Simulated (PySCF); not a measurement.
**Magnetic susceptibility: SMILES [SiH3]CCS, C$_{2}$H$_{8}$SSi**

Molfile (atoms numbered from 1):
```
C2H8SSi
     RDKit          3D

 12 11  0  0  0  0  0  0  0  0999 V2000
    1.8291    0.1615   -0.0202 Si  0  0  0  0  0  4  0  0  0  0  0  0
   -0.0141    0.1317   -0.4417 C   0  0  0  0  0  0  0  0  0  0  0  0
   -0.8867   -0.4241    0.6728 C   0  0  0  0  0  0  0  0  0  0  0  0
   -2.6563   -0.5625    0.2580 S   0  0  0  0  0  0  0  0  0  0  0  0
    2.3233   -1.2253    0.2463 H   0  0  0  0  0  0  0  0  0  0  0  0
    2.6095    0.7440   -1.1539 H   0  0  0  0  0  0  0  0  0  0  0  0
    2.0698    0.9875    1.2041 H   0  0  0  0  0  0  0  0  0  0  0  0
   -0.1574   -0.4588   -1.3621 H   0  0  0  0  0  0  0  0  0  0  0  0
   -0.3227    1.1623   -0.6903 H   0  0  0  0  0  0  0  0  0  0  0  0
   -0.5956   -1.4571    0.9220 H   0  0  0  0  0  0  0  0  0  0  0  0
   -0.7789    0.1611    1.5996 H   0  0  0  0  0  0  0  0  0  0  0  0
   -2.8709    0.7575    0.0694 H   0  0  0  0  0  0  0  0  0  0  0  0
  1  2  1  0
  2  3  1  0
  3  4  1  0
  1  5  1  0
  1  6  1  0
  1  7  1  0
  2  8  1  0
  2  9  1  0
  3 10  1  0
  3 11  1  0
  4 12  1  0
M  END
```

Computed, not measured: GIAO PBE/aug-pcSseg-1 magnetisability, rotational g tensor and spin-rotation constants, non-relativistic, gas phase in PySCF 2.14.0. Geometry: PBE0-D3(BJ)/def2-SVP.

(1) What are the magnetisability and the molar susceptibility?

(2) Split it along the inertial axes a, b, c into diamagnetic and paramagnetic parts about the centre of mass, with the quadrupole moment.

(3) And the rotational g tensor?

Answers

(1) Isotropic -1077 × 10⁻³⁰ J/T², or -64.9 × 10⁻⁶ cm³/mol; principal values -1182, -1039, -1011 × 10⁻³⁰ J/T², anisotropy 159 × 10⁻³⁰ J/T² (root of half the summed squared differences of the principal values). The susceptibility is in cgs units.

(2) 
```csv
axis,χ (10⁻⁶ cm³/mol),diamagnetic (10⁻⁶ cm³/mol),paramagnetic (10⁻⁶ cm³/mol),summed x² of all electrons (Å²),quadrupole Θ (D Å)
a,-70.6,-160.6,90.0,197.9,-6.65
b,-62.9,-907.5,844.6,21.9,+2.61
c,-61.1,-932.5,871.5,16.0,+4.04
```
Anisotropies 2χaa − χbb − χcc = -17.3 and 2χbb − χaa − χcc = +5.8 × 10⁻⁶ cm³/mol. Θ is traceless in Buckingham's convention.

(3) 
| axis | rotational constant (GHz) | g | nuclear part | electronic part |
| --- | --- | --- | --- | --- |
| a | 20.9053 | -0.0409 | 0.8432 | -0.8841 |
| b | 1.4303 | -0.0116 | 0.5559 | -0.5675 |
| c | 1.3933 | -0.0131 | 0.5573 | -0.5705 |

Asymmetric top; isotopes 12C, 1H, 32S, 28Si; no vibrational averaging.
